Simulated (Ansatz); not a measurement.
```yaml
crystal:
  periodic: [false, false, false]
  atoms:
    - {symbol: N, position_ang: [-0.291327, 1.542045, 0.140170]}
    - {symbol: Si, position_ang: [0.245832, 0.024900, -0.167043]}
    - {symbol: S, position_ang: [0.148025, -1.172955, 1.485340]}
    - {symbol: Cl, position_ang: [-0.426865, -1.310154, -1.774394]}
    - {symbol: H, position_ang: [-0.038969, 2.148508, -0.407426]}
    - {symbol: H, position_ang: [-1.364703, 1.484959, 0.500859]}
    - {symbol: H, position_ang: [1.842995, 0.217532, -0.588864]}
    - {symbol: H, position_ang: [0.140481, -2.292635, 0.805212]}
basis:
  gaussian: {orbitals: "6-311G**"}
hamiltonian: {xc: {name: SPW92}}
accuracy: high
output: {forces: true}
```

```sh
$ ansatz run in.yaml --threads 2 --pin off --events-out ev --progress --plain --max-ram 4352MiB
```

Task: How does Ansatz answer? (An estimate is asked.)

Result: Computed: The program refused the input.
```
Error: <dir> can't be read: No such file or directory (os error 2)
```
